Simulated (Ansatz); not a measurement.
## Ligand exchange: Ge(CH3)(OH) + SiH3(OH) → Ge(OH)2 + SiH3(CH3)

Species: Ge(CH3)(OH), singlet; SiH3(OH), singlet; Ge(OH)2, singlet; SiH3(CH3) (methylsilane), singlet. The partners trade CH3 for OH: Ge–CH3 and Si–OH bonds give way to Ge–OH and Si–CH3.

Shapes, held fixed at every level: PBE0-D4/def2-TZVP. Flexible molecules stand in one conformer, not always the lowest. Programs: Ansatz 0.2.0. The zero-point and thermal change to 298 K, harmonic and unscaled (PBE0-D4/def2-TZVP), is -0.5 kJ/mol.

```json
{"level": "HF/def2-TZVPP", "kind": "Hartree–Fock", "ΔH(298 K) (kJ/mol)": "-15.0", "less CCSD(T)/def2-TZVPP": "+6.1", "CPU time (sum over the molecules)": "–"}
{"level": "SPW92/def2-TZVPP", "kind": "LDA", "ΔH(298 K) (kJ/mol)": "-33.0", "less CCSD(T)/def2-TZVPP": "-11.9", "CPU time (sum over the molecules)": "7.8 s"}
{"level": "B3LYP-D4/def2-TZVPP", "kind": "global hybrid", "ΔH(298 K) (kJ/mol)": "-27.1", "less CCSD(T)/def2-TZVPP": "-6.0", "CPU time (sum over the molecules)": "19 s"}
{"level": "B2PLYP/def2-TZVPP", "kind": "double hybrid", "ΔH(298 K) (kJ/mol)": "-25.8", "less CCSD(T)/def2-TZVPP": "-4.7", "CPU time (sum over the molecules)": "26 s"}
{"level": "MP2/def2-TZVPP", "kind": "perturbation theory", "ΔH(298 K) (kJ/mol)": "-22.4", "less CCSD(T)/def2-TZVPP": "-1.3", "CPU time (sum over the molecules)": "–"}
{"level": "CCSD(T)/def2-SVP", "kind": "coupled cluster or CI", "ΔH(298 K) (kJ/mol)": "-34.6", "less CCSD(T)/def2-TZVPP": "-13.5", "CPU time (sum over the molecules)": "18 s"}
{"level": "CCSD(T)/def2-TZVPP", "kind": "coupled cluster or CI", "ΔH(298 K) (kJ/mol)": "-21.1", "less CCSD(T)/def2-TZVPP": "0.0", "CPU time (sum over the molecules)": "68 s"}
```

The highest level, CCSD(T)/def2-TZVPP, gives ΔH(298 K) = -21.1 kJ/mol; the levels span -34.6 to -15.0. The column of differences is taken from that level and isn't an error. No measured value is set beside it here. Relativity is left out for Ge. Outer-core shells of Ge are correlated, in sets that cover them unevenly. Times are processor times on shared x86 and Arm servers, and rough.
